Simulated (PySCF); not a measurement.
Thiophene-2-boronic acid, C4H5BO2S.
Cartesian coordinates in Å at the PBE0-D3(BJ)/def2-SVP level; atoms count from 1:
```xyz
13
C4H5BO2S angstrom
O     -2.4228    0.7775   -0.9320
B     -1.6442    0.0464   -0.0808
O     -2.2581   -0.7124    0.8643
C     -0.0857    0.0309   -0.1256
C      0.7769   -0.6660    0.6952
C      2.1472   -0.4594    0.3905
C      2.3227    0.3979   -0.6678
S      0.8212    0.9451   -1.2802
H     -1.9300    1.2891   -1.5797
H     -3.2166   -0.6346    0.8061
H      0.4139   -1.3093    1.4985
H      2.9759   -0.9231    0.9279
H      3.2576    0.7334   -1.1155
```

The calculation used TDDFT wB97X-D/def2-SVPD, vertical, gas phase, core orbitals frozen in the response in PySCF.

| state | E (eV) | E (hartree) | f | symmetry | main configurations (H = HOMO, L = LUMO) |
| --- | --- | --- | --- | --- | --- |
| S1 | 5.41 | 0.1988 | 0.175 | A′ | H→L (83%), H-1→L (12%) |
| S2 | 5.58 | 0.2049 | 0.099 | A′ | H-1→L (78%), H→L (13%) |
| S3 | 6.31 | 0.2318 | 0.0016 | – | H→L+2 (45%), H→L+1 (38%) |
| S4 | 6.38 | 0.2345 | 0.0000 | – | H-1→L+2 (48%), H-1→L+1 (31%) |
| S5 | 6.85 | 0.2518 | 0.0011 | – | H→L+1 (41%), H→L+2 (41%), H→L+5 (12%) |
| S6 | 7.14 | 0.2622 | 0.0050 | A″ | H-1→L+1 (44%), H-1→L+2 (33%), H-1→L+3 (10%) |
| S7 | 7.28 | 0.2675 | 0.0011 | – | H-3→L (91%) |
| S8 | 7.39 | 0.2717 | 0.154 | A′ | H→L+4 (78%) |
| S9 | 7.43 | 0.2730 | 0.0002 | – | H→L+3 (54%), H→L+5 (23%) |
| S10 | 7.66 | 0.2815 | 0.0037 | A″ | H-4→L (71%), H-1→L+3 (10%) |

Triplets (Tamm–Dancoff): T1 3.60 eV, H→L (94%); T2 4.33 eV, H-1→L (95%); T3 5.86 eV, H→L+4 (77%); T4 6.09 eV, H→L+2 (44%), H→L+1 (28%).

The lowest singlet lies at 5.41 eV (229 nm, ultraviolet) and is strong; its leading configuration is HOMO→LUMO (83%). The lowest level is also the most intense of those listed (f = 0.175). Löwdin shares by element: HOMO carbon 83% (atoms not listed hold the other 17%); LUMO carbon 52% or more, sulfur 19% (atoms not listed hold the other 29%). Of the 10 states listed, 3 reach f = 0.01 and 2 stay under 0.0005. The listed states span 2.25 eV, and the widest gap between neighbours is 0.73 eV (S2 to S3). Orbital energies (eV): HOMO-3 -11.64, HOMO-2 -11.47, HOMO-1 -9.21, HOMO -8.86, LUMO 0.61, LUMO+1 1.47, LUMO+2 1.98. The vertical ionisation energy (ΔSCF) is 8.97 eV, 1.32 eV above S10. Symmetry labels in Cs follow from the direction of the transition dipole and are given only for states with f of 0.002 or more. The window holds the lowest 10 singlets.

One conformer stands for the species.
